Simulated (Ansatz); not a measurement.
Basis-set extrapolation for C₃H₁₀OSi₂, SMILES `C=C[SiH](C)O[SiH3]` (PBE0-D4/def2-TZVP geometry, frozen core, the Gaussian-basis code of Ansatz). Multiplicity 1, RHF reference.

|  | def2-TZVPP | def2-QZVPP |
| --- | --- | --- |
| HF | -772.351260 | -772.379420 |
| MP2 correlation | -0.980837 | -1.050415 |
| CCSD(T) correlation | -1.087251 | not run |

Energies in hartree. Use E(X) = E(∞) + A·exp(−7.88·√X) for Hartree–Fock and E(X) = E(∞) + B·X^(−2.97) for correlation, with X = 3 and 4, and add CCSD(T) minus MP2 of the smaller set to the MP2 limit.

What is the CCSD(T) energy at the basis-set limit?

HF limit: -772.379420 + (-0.028160) × 0.13774 = -772.38330. MP2 limit: -1.050415 + (-0.069578) × 0.74074 = -1.10195. Higher-order term: -1.087251 − (-0.980837) = -0.10641. Total: -773.59166 hartree, 402.1 kJ/mol below CCSD(T)/def2-TZVPP.
